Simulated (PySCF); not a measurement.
## Calculated data, CH₆BGeO

Calculation on a computer-drawn molecule: optimised geometry and harmonic frequencies of an isolated molecule of the commonest isotopes, restricted reference for singlets and unrestricted otherwise, frozen core in MP2; on germanium a core potential holds 10 electrons, which the energies leave out, and 3d is frozen in MP2 and coupled-cluster steps. Program: PySCF 2.14.0.

```json
{"formula": "CH6BGeO", "start_structure": {"atoms_angstrom": [["C", 0.5319, 0.5418, -1.9483], ["B", 1.3362, 0.7733, -0.6616], ["Ge", 1.6915, -0.4488, 0.9495], ["O", 1.262, -2.0988, 0.6735], ["H", -0.4986, 0.47, -1.7392], ["H", 0.8373, -0.4189, -2.4046], ["H", 0.566, 1.302, -2.6718], ["H", 3.1535, -0.6395, 1.1826], ["H", 1.1097, 0.0255, 2.1679], ["H", 0.3693, -2.3162, 0.5879]]}, "given": {"charge": 0, "multiplicity": 2, "method": "HF", "basis": "cc-pVDZ", "basis_and_core_potential_on_germanium": "cc-pVDZ-PP ECP10MDF", "drawn_bonds_atom": [1, 2, 3, 1, 1, 1, 3, 3, 4], "drawn_bonds_other_atom": [2, 3, 4, 5, 6, 7, 8, 9, 10], "drawn_bonds_order": [1, 1, 1, 1, 1, 1, 1, 1, 1]}, "results": {"optimised_atom_element": ["C", "B", "Ge", "O", "H", "H", "H", "H", "H", "H"], "optimised_atom_x [angstrom]": [0.5102, 1.302, 1.741, 1.346, -0.5477, 0.581, 0.7655, 3.242, 0.9872, 0.4319], "optimised_atom_y [angstrom]": [0.5499, 0.7185, -0.4902, -2.229, 0.711, -0.4577, 1.285, -0.5125, 0.02755, -2.412], "optimised_atom_z [angstrom]": [-1.996, -0.6616, 0.9612, 0.7368, -1.737, -2.418, -2.763, 1.238, 2.197, 0.5781], "modes_frequency [cm^-1]": [80.22, 100.4, 124.9, 176.1, 299.1, 454.3, 484.7, 693.2, 708.4, 762.1, 856.1, 929.1, 953.3, 960.8, 1112, 1424, 1519, 1557, 2195, 2249, 3128, 3202, 3246, 4160], "modes_reduced_mass [dalton]": [1.377, 3.445, 1.531, 1.19, 4.873, 1.279, 5.064, 1.216, 9.35, 1.132, 1.085, 1.061, 1.335, 1.109, 3.753, 1.346, 1.045, 1.066, 1.021, 1.019, 1.046, 1.086, 1.101, 1.067], "rotational_constants [GHz]": [8.95, 2.594, 2.099], "total_energy [hartree]": -434.2398, "spin_squared": 0.7579, "convergence_status_largest_gradient_component [hartree/bohr]": 4.202e-05}}
```
